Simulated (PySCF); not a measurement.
## MOH₂ across group 7

Level: PBE0, basis family def2-TZVP, scalar-relativistic core potentials from Rb on and no relativity for lighter atoms.

Each entry is the lowest minimum that a search over a few typed start shapes (and spin states, where more than one is plausible) found, or that minimum re-optimised at the stated level; isomers with ligand–ligand bonds, or fragments after loss of a ligand pair, can lie lower. Open shells are unrestricted; no spin–orbit coupling; PySCF with density fitting.

| molecule | 2S+1 | point group | mean bond to the central atom (Å) | highest ω (cm⁻¹) | atomisation (kJ/mol) | polar-tensor charge of the central atom |
| --- | --- | --- | --- | --- | --- | --- |
| H₂MnO | ? | ? | ? | ? | ? | ? |
| H₂TcO | 4 | Cs | 1.659 | 1977 | 1056 | 1.16 |
| H₂ReO | 4 | Cs | 1.680 | 2072 | 1092 | 1.01 |

Fill in the row of H₂MnO.

2S+1: 4; point group: Cs; mean bond to the central atom (Å): 1.575; highest ω (cm⁻¹): 1823; atomisation (kJ/mol): 772; polar-tensor charge of the central atom: 1.08.

The bond lengthens at every step; the largest change, 0.084 Å, falls between H₂MnO and H₂TcO among the members listed.

The 4d and 5d members differ by only 0.021 Å, the mark of the lanthanide contraction and relativistic shrinkage of 6s.

Some spin contamination in H₂MnO.

Spin–orbit coupling can matter for H₂ReO.

Left out of the table are members whose search was unfinished or whose lowest solution was spin-contaminated, unstable, very soft or bonded differently.

Open d and f shells are single-determinant solutions and may miss the true ground state.
